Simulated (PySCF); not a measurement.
CH₈O₂Si₂, SMILES C[Si]([SiH3])(O)O.

Geometry: PBE-D3(BJ)/def2-SVP. This is a generated structure with no PubChem entry under its InChIKey; it may be hypothetical. Other conformers were not sampled.

Computed with PBE-D3(BJ)/def2-SVP in PySCF.

Frequencies are harmonic and unscaled.

Computed normal modes with their intensities:
```tsv
mode	ν (cm⁻¹)	IR (km/mol)	moving atoms (share of kinetic energy)
1	84	31.3	H 78 %, O 14 %
2	105	28.8	H 68 %, O 19 %, C 8 %
3	125	3.2	O 43 %, H 33 %, Si 20 %
4	135	15.4	H 61 %, C 13 %, Si 13 %, O 13 %
5	158	4.2	H 82 %, O 13 %
6	167	52.4	H 85 %
7	216	8.0	O 35 %, H 31 %, C 19 %, Si 14 %
8	243	18.3	Si 35 %, O 34 %, H 22 %, C 9 %
9	325	48.7	O 49 %, H 35 %, Si 11 %
10	423	18.7	Si 64 %, H 22 %, O 10 %
11	485	19.9	H 77 %, Si 15 %
12	490	19.0	H 81 %, Si 15 %
13	652	74.6	C 36 %, H 25 %, Si 21 %, O 17 %
14	714	35.8	H 79 %, C 17 %
15	737	93.1	H 75 %, C 18 %
16	778	137.2	H 49 %, O 40 %, Si 9 %
17	797	183.6	O 37 %, H 36 %, Si 22 %
18	827	210.1	H 83 %, Si 12 %
19	883	22.3	H 56 %, Si 26 %, O 14 %
20	896	9.0	H 85 %, Si 9 %
21	905	52.5	H 95 %
22	923	100.1	H 38 %, Si 36 %, O 24 %
23	1214	29.3	H 78 %, C 22 %
24	1377	4.6	H 96 %
25	1383	2.9	H 96 %
26	2139	63.4	H 98 %
27	2151	86.7	H 96 %
28	2166	82.3	H 96 %
29	2965	2.9	H 97 %
30	3061	5.6	H 91 %, C 9 %
31	3073	2.6	H 91 %, C 9 %
32	3739	54.3	H 94 %
33	3768	64.0	H 94 %
```
